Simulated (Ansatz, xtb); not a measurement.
Molecule: RbF, net charge -1, doublet state. SMILES of the parent species: [F][Rb]
Structure (B3LYP-D3(BJ)/def2-TZVP (Ansatz, an electronic-structure program) minimum search):
```xyz
2

Rb     0.0000     0.0000    -0.4794
F      0.0000     0.0000     1.9707
```
Charge -1, spin multiplicity 2.

Harmonic wavenumbers from GFN2-xTB (xtb, at its own minimum), cm⁻¹: 103.

### Question
Give the harmonic wavenumbers at B3LYP-D3(BJ)/def2-TZVP (Ansatz, finite differences of forces, unscaled).

### Answer
301 cm⁻¹. Zero-point energy 0.4 kcal/mol.

### Question
From these and the geometry, give the ideal-gas thermochemistry at 298.15 K and 1 atm (rigid rotor, harmonic oscillator).

### Answer
Point group C∞v, rotational symmetry number 1. Rotational constants 5.417, 5.417 GHz. S(trans) 39.85, S(rot) 15.99, S(vib) 1.41, S(elec, spin only) 1.38, S 58.6 cal/(mol K). H(298) - H(0) 2.34 kcal/mol; G - E(el) -14.7 kcal/mol.
